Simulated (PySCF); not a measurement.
SMILES C(#C[SiH2]C)[SiH2]C, GFN2-xTB optimised geometry.

```
16

Si    -2.46     0.00     0.00
C     -3.05    -0.89    -1.57
C     -0.61     0.00     0.00
C      0.61     0.00    -0.01
Si     2.46     0.00    -0.01
C      3.05     0.90     1.55
H     -2.93     1.40     0.00
H     -2.93    -0.70     1.20
H     -2.69    -0.40    -2.46
H     -4.13    -0.93    -1.61
H     -2.68    -1.92    -1.59
H      2.92    -1.40    -0.01
H      2.93     0.69    -1.22
H      2.69     1.93     1.57
H      4.14     0.93     1.60
H      2.70     0.41     2.45
```

Density from PySCF with B3LYP/def2-TZVP at that geometry.

Minimum of the electron density along straight lines between bonded atoms, close to the bond critical point (lines longer than 1.1 times the sum of covalent radii, or with two minima, are not listed):

```
bond     length / Å  ρ at the minimum / e bohr⁻³  ∇²ρ there / e bohr⁻⁵  position (fraction from the first atom)
-------  ----------  ---------------------------  --------------------  ---------------------------------------
Si1–C2        1.898                        0.119                  0.13                                     0.39
Si1–C3        1.852                        0.115                  0.28                                     0.39
C3–C4         1.212                        0.428                 -1.37                                     0.50
C4–Si5        1.852                        0.115                  0.28                                     0.61
Si5–C6        1.898                        0.119                  0.13                                     0.39
Si1–H7        1.470                        0.125                  0.16                                     0.49
Si1–H8        1.470                        0.125                  0.16                                     0.49
C2–H9         1.087                        0.276                 -0.93                                     0.64
C2–H10        1.087                        0.276                 -0.93                                     0.64
C2–H11        1.087                        0.276                 -0.93                                     0.64
Si5–H12       1.470                        0.125                  0.16                                     0.49
Si5–H13       1.470                        0.125                  0.16                                     0.49
C6–H14        1.087                        0.276                 -0.93                                     0.64
C6–H15        1.087                        0.276                 -0.93                                     0.64
C6–H16        1.087                        0.276                 -0.93                                     0.64
```
